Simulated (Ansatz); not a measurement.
`CO[Si](N)(O)[SiH3]` at its PBE0-D4/def2-TZVP geometry, where that method's forces vanish. Charge 0, multiplicity 1.

```xyz
15

C    -1.4249    1.2912    1.0050
O    -0.0611    1.3038    0.6499
Si    0.7617   -0.0165    0.1172
N     0.6576   -1.2966    1.2360
O     2.3053    0.5248   -0.0403
Si   -0.1005   -0.7927   -1.9251
H    -1.6598    0.4472    1.6614
H    -1.6493    2.2203    1.5319
H    -2.0666    1.2318    0.1191
H     1.0608   -1.2159    2.1570
H     0.6572   -2.2514    0.9180
H     2.4033    1.4549   -0.2535
H    -1.5884   -0.8758   -1.8976
H     0.4196   -2.1516   -2.2481
H     0.2851    0.1265   -3.0310
```

What forces (eV/Å) does ωB97M-V/def2-TZVPP give on these atoms in Ansatz 0.2.0? (An estimate is asked.)

Computed: 
```
C1  -0.316  0.007  0.089
O2   0.190  0.053 -0.042
Si3 -0.099 -0.060 -0.140
N4   0.001 -0.052  0.043
O5   0.093  0.067 -0.038
Si6 -0.023 -0.015 -0.055
H7   0.021  0.070 -0.053
H8   0.010 -0.087 -0.046
H9   0.055  0.004  0.068
H10 -0.011 -0.016 -0.013
H11  0.002  0.005  0.017
H12  0.015 -0.033  0.011
H13  0.156  0.009  0.000
H14 -0.053  0.145  0.040
H15 -0.041 -0.098  0.118
```
